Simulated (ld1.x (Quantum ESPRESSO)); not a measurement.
**Cutoff test, K, TM**

| Quantity | Value |
| --- | --- |
| Element | potassium (K) |
| Generator | ld1.x (Quantum ESPRESSO) 7.5 |
| Type | norm-conserving Troullier–Martins (Kleinman–Bylander form) |
| Functional | LDA (PZ) |
| Relativity | scalar-relativistic |
| Frozen core | [Ar] |
| Valence charge | 1 |
| Reference configuration | 4s1 4p0 |
| Partial waves | 4s (bound): rc 2.80 bohr; 4p (bound, empty): rc 4.20 bohr; 3d channel at -0.05 Ry: rc 4.15 bohr |
| Local potential | all-electron potential smoothed inside 2.20 bohr (lloc = -2) |
| Core correction | Bessel-smoothed model core inside 1.30 bohr |

The pseudo-atom Hamiltonian at the reference potential is diagonalised in spherical Bessel functions j_l(qr) that vanish at 20 bohr, with q² up to the cutoff. All-electron valence levels (Ry): 4s -0.1786, 4p -0.0616.

**Question.** How do the lowest levels (Ry) of each channel move with the cutoff, and are there ghosts?

**Answer.**

```tsv
cutoff (Ry)	s #1	s #2	p #1	p #2	d #1	f #1	Σ f·Δε (mRy)
8	-0.1779	0.0080	-0.0614	0.0517	0.0117	0.0873	0.8
10	-0.1782	0.0078	-0.0614	0.0517	0.0108	0.0873	0.4
12	-0.1782	0.0078	-0.0614	0.0517	0.0106	0.0873	0.4
400	-0.1786	0.0076	-0.0614	0.0517	0.0106	0.0873	0.0
```

Result: no extra level below or beside the all-electron valence levels (s, p, d, f tested); 10 mRy is reached at 6 Ry and 1 mRy at 8 Ry.
